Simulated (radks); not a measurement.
Values are calculated unless marked as measured or tabulated.
Problem. These are the eigenvalues of the occupied orbitals of an atom or ion with whole-number occupations (Ry). Code: a radial shooting solver on a logarithmic mesh with Libxc functionals. Model: scalar-relativistic Kohn-Sham, RPBE, spin-polarised, spherical densities, point nucleus.

orbital  eigenvalue
1s down   -5267.620
1s up     -5267.619
2s up     -913.2755
2s down   -913.2584
2p up     -796.8377
2p down   -796.8241
3s up     -211.4141
3s down   -211.4093
3p up     -177.0889
3p down   -177.0833
3d up     -138.2326
3d down   -138.2212
4s up     -44.10073
4s down   -44.08578
4p up     -32.84472
4p down   -32.83126
4d up     -18.73565
4d down   -18.71989
5s up      -6.29704
5s down    -6.14851
5p up      -3.51129
5p down    -3.31197
4f up      -3.08386
4f down    -3.05173
6s up      -0.47939
5d up      -0.47064
6s down    -0.34449

Which element is it, and in what charge state? The configuration may be excited. Open shells, if any, are filled with parallel spins first.

Solution. Z = 75, rhenium, charge 0: Re in [Xe] 4f14 5d5 6s2. The list shows which subshells hold electrons but not how many an open one holds; the 1s level, -2633.8 hartree, gives Z - s = 72.6 by -(Z - s)^2/2, which with screening and relativity narrows Z to a few neighbours, and the depths of the outer levels then fix element, charge and occupations together.
